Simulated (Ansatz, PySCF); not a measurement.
Pair of molecules: H2S (SMILES S) (first 3 atoms) with GeH4 (SMILES [GeH4]); geometry from B3LYP-D3(BJ)/def2-TZVP, rigid monomers moved along the line of their centres of mass till S1···Ge4 is 3.47 Å.
(charge 0, multiplicity 1):
```xyz
8

S      0.1562    -0.3755    -0.3138
H      0.2778    -1.6336     0.1384
H     -1.1720    -0.3716    -0.1193
Ge     0.0033     0.1282     3.1193
H     -0.1245     0.2786     4.6456
H     -1.0037    -0.9286     2.6398
H      1.4278    -0.3231     2.7716
H     -0.3017     1.4735     2.4485
```

Quantity: the interaction energy.

Interaction energies are E(AB) − E(A) − E(B) at the monomers' geometry in the complex; basis-set methods are counterpoise corrected.

Cores are frozen in the correlated methods. Filled d and f shells under p-block atoms count as core. CBS(a, b) extrapolates the correlation energy as X⁻³ and adds the Hartree–Fock energy of set b.

Run with Ansatz (a program for electronic structure) with Gaussian orbitals; PySCF for the dispersion terms. Each number belongs to the level named beside it.

Costs are ratios of core time to PBE/def2-TZVPPD (roughly 8 s), for whole runs (searches for the state included, and forces where a run took them) on one shared machine, so rough; each difference counts from 5.1 meV (CCSD(T)/CBS(def2-SVPD, def2-TZVPPD), a level with limits of its own).

| level | basis functions | cost | difference (meV) |
|---|---|---|---|
| PBE/def2-TZVPPD | 207 | ×1 | 30.8 |
| PBE-D3(BJ)/def2-TZVPPD | 207 | ×1 | -27.7 |
| r2SCAN/def2-TZVPPD | 207 | ×1 | 5.5 |
| r2SCAN-D3(BJ)/def2-TZVPPD | 207 | ×1 | -14.3 |
| PBE0/def2-TZVPPD | 207 | ×2 | 26.9 |
| PBE0-D3(BJ)/def2-TZVPPD | 207 | ×2 | -30.0 |
| B3LYP/def2-TZVPPD | 207 | ×2 | 85.4 |
| B3LYP-D3(BJ)/def2-TZVPPD | 207 | ×2 | -21.1 |
| wB97X-V/def2-TZVPPD | 207 | ×3 | -13.5 |
| CCSD(T)/def2-SVPD | 113 | ×3 | 29.6 |
| wB97M-V/def2-TZVPPD | 207 | ×3 | -22.5 |
| CCSD(T)/def2-TZVPPD | 207 | ×20 | 8.6 |

The cheapest listed level whose difference stays within 10.8 meV: r2SCAN/def2-TZVPPD (5.5 meV, cost ×1).

With a budget of 10 times the cost of PBE/def2-TZVPPD, the closest level: r2SCAN/def2-TZVPPD, at 5.5 meV; next is wB97X-V/def2-TZVPPD at -13.5 meV.

What the step from CCSD(T)/def2-SVPD to CCSD(T)/def2-TZVPPD costs and buys: 113 to 207 functions, cost ×6 (rough); the difference goes from 29.6 to 8.6 meV.
